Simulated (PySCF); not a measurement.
A run for PySCF: R-HF/3-21G on GeH4 (SMILES [GeH4]).

```python
from pyscf import gto, scf, dft, mp
from pyscf.data.elements import chemcore

mol = gto.M(
    atom='''
    Ge   -0.00003256    0.13432416    0.16204605
    H    -1.52394075    0.28526054    0.22581372
    H     0.41839493   -1.23619423    0.71575661
    H     0.68099087    1.24488269    0.97313318
    H     0.45958978    0.23235918   -1.30488836
    ''',
    basis='3-21g',
    charge=0, spin=0, verbose=3, max_memory=1800)
mf = scf.RHF(mol)
mf.conv_tol = 1e-8
mf.max_cycle = 100
mf.kernel()
if not mf.converged:
    mf = mf.newton().run(mf.mo_coeff, mf.mo_occ)
```

It printed:

```
converged SCF energy = -2067.6194831271
```

The run converged.

Cost: around 0.4 core-seconds (rough).
